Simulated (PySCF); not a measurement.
C₃H₂F₃, SMILES [CH]=CC(F)(F)F, multiplicity 2.

The structure is a stationary point at PBE-D3(BJ)/def2-SVP. The isomer is the one that the SMILES or the coordinates give; other isomers of the formula were not compared.

The numbers are results of PySCF with PBE-D3(BJ)/def2-SVP, not measurements.

Harmonic, unscaled wavenumbers; measured fundamentals usually lie a few per cent lower.

Computed vibrational spectrum:
```json
[
 {"mode": "1", "ν (cm⁻¹)": "91", "IR (km/mol)": "1.3", "moving atoms (share of kinetic energy)": "C 54 %, F 26 %, H 20 %"},
 {"mode": "2", "ν (cm⁻¹)": "240", "IR (km/mol)": "0.5", "moving atoms (share of kinetic energy)": "F 48 %, C 38 %, H 14 %"},
 {"mode": "3", "ν (cm⁻¹)": "324", "IR (km/mol)": "6.9", "moving atoms (share of kinetic energy)": "F 53 %, H 32 %, C 14 %"},
 {"mode": "4", "ν (cm⁻¹)": "418", "IR (km/mol)": "2.1", "moving atoms (share of kinetic energy)": "F 57 %, C 36 %"},
 {"mode": "5", "ν (cm⁻¹)": "512", "IR (km/mol)": "3.0", "moving atoms (share of kinetic energy)": "F 78 %, H 15 %"},
 {"mode": "6", "ν (cm⁻¹)": "534", "IR (km/mol)": "9.0", "moving atoms (share of kinetic energy)": "F 66 %, C 28 %"},
 {"mode": "7", "ν (cm⁻¹)": "594", "IR (km/mol)": "14.2", "moving atoms (share of kinetic energy)": "F 42 %, H 30 %, C 28 %"},
 {"mode": "8", "ν (cm⁻¹)": "685", "IR (km/mol)": "26.7", "moving atoms (share of kinetic energy)": "H 55 %, C 25 %, F 20 %"},
 {"mode": "9", "ν (cm⁻¹)": "745", "IR (km/mol)": "23.2", "moving atoms (share of kinetic energy)": "F 48 %, H 34 %, C 18 %"},
 {"mode": "10", "ν (cm⁻¹)": "819", "IR (km/mol)": "0.2", "moving atoms (share of kinetic energy)": "H 64 %, C 35 %"},
 {"mode": "11", "ν (cm⁻¹)": "859", "IR (km/mol)": "29.6", "moving atoms (share of kinetic energy)": "F 41 %, C 33 %, H 26 %"},
 {"mode": "12", "ν (cm⁻¹)": "1112", "IR (km/mol)": "87.6", "moving atoms (share of kinetic energy)": "H 45 %, C 42 %, F 13 %"},
 {"mode": "13", "ν (cm⁻¹)": "1142", "IR (km/mol)": "316.6", "moving atoms (share of kinetic energy)": "C 77 %, F 22 %"},
 {"mode": "14", "ν (cm⁻¹)": "1230", "IR (km/mol)": "195.2", "moving atoms (share of kinetic energy)": "C 56 %, H 35 %, F 9 %"},
 {"mode": "15", "ν (cm⁻¹)": "1262", "IR (km/mol)": "251.4", "moving atoms (share of kinetic energy)": "C 87 %, F 12 %"},
 {"mode": "16", "ν (cm⁻¹)": "1670", "IR (km/mol)": "19.6", "moving atoms (share of kinetic energy)": "C 94 %"},
 {"mode": "17", "ν (cm⁻¹)": "3012", "IR (km/mol)": "0.3", "moving atoms (share of kinetic energy)": "H 92 %"},
 {"mode": "18", "ν (cm⁻¹)": "3208", "IR (km/mol)": "4.4", "moving atoms (share of kinetic energy)": "H 90 %, C 10 %"}
]
```
